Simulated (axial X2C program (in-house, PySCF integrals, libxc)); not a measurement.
# NNdO⁻: the levels of the configuration f(δφ)1 s1 f(π)0

Calculated with an in-house all-electron X2C program for linear molecules (integrals from PySCF): two-component X2C with atomic mean-field Coulomb and Gaunt terms, basis N dyall-v3z, Nd dyall-v3z, O dyall-v3z (cores contracted in-house). Orbitals come from Hartree–Fock averaged over the configuration Nd f(δφ)1 s1 f(π)0; CI then distributes these electrons over the f(δφ), s, f(π) shells of Nd.

N–Nd–O held linear, bonds 1.662 and 1.720 Å (the second held) (near the minimum of the configuration average).

Active spinors (ω > 0):

```json
{"shell": "f(δφ)", "ω": "3/2", "ε (eV)": "10.01", "character": "100% Nd f"}
{"shell": "f(δφ)", "ω": "5/2", "ε (eV)": "10.02", "character": "100% Nd f"}
{"shell": "f(δφ)", "ω": "5/2", "ε (eV)": "10.40", "character": "100% Nd f"}
{"shell": "f(δφ)", "ω": "7/2", "ε (eV)": "10.45", "character": "100% Nd f"}
{"shell": "s", "ω": "1/2", "ε (eV)": "2.00", "character": "85% Nd s, 10% Nd d"}
{"shell": "f(π)", "ω": "1/2", "ε (eV)": "8.88", "character": "90% Nd f, 4% Nd p"}
{"shell": "f(π)", "ω": "3/2", "ε (eV)": "8.90", "character": "93% Nd f, 4% Nd p"}
```

Lowest levels of this model:

```
Ω  energy (cm⁻¹)     g∥   configuration
2              0   2.15  100% f(δφ)1 s1
3             54   6.17  100% f(δφ)1 s1
4           3174  10.00  100% f(δφ)1 s1
3           3244   6.00  100% f(δφ)1 s1
1           3414   0.02  100% f(δφ)1 s1
2           3482   4.02  100% f(δφ)1 s1
3           5969   7.84  100% f(δφ)1 s1
2           6031   3.84  100% f(δφ)1 s1
```

g∥ is the magnitude of 2⟨Lz + ge Sz⟩ for the +Ω component.

Problem. From Ω and g∥ of the lowest level, whose 2⟨Lz + ge Sz⟩ is positive, find ⟨Sz⟩ and ⟨Lz⟩ (ge = 2.0023).

Solution. Ω = ⟨Lz⟩ + ⟨Sz⟩ = 2 and ⟨Lz⟩ + ge⟨Sz⟩ = 1.075, so ⟨Sz⟩ = -0.92 and ⟨Lz⟩ = 2.92.

Occupations of the active spinors in the lowest level by ω, shell by shell in order of energy: -7/2: 0.00; -5/2: 0.00 0.00; -3/2: 0.00 0.00; -1/2: 1.00 0.00; 1/2: 0.00 0.00; 3/2: 0.00 0.00; 5/2: 0.83 0.17; 7/2: 0.00. The leading determinant has weight 0.83 among 10.

This point took 7.2 s on 1 thread of Intel(R) Xeon(R) Platinum 8259CL CPU @ 2.50GHz (Skylake/Cascade Lake), on a shared host.

Dynamic correlation is missing, so gaps between terms are too wide and other configurations may lie lower; the lowest level listed is that of this model, not necessarily the ground state. At most 6 roots were kept for each Ω > 0 (twice that for Ω = 0) within 3.5 eV of the lowest, so higher up levels can be missing between those listed; levels with Ω > 0 are doubly degenerate and listed once, Ω = 0 levels singly. States that fill the shells left empty in the average are placed too high. For an anion, levels above electron detachment are held by the basis set. The molecule was held linear; bending was not examined.
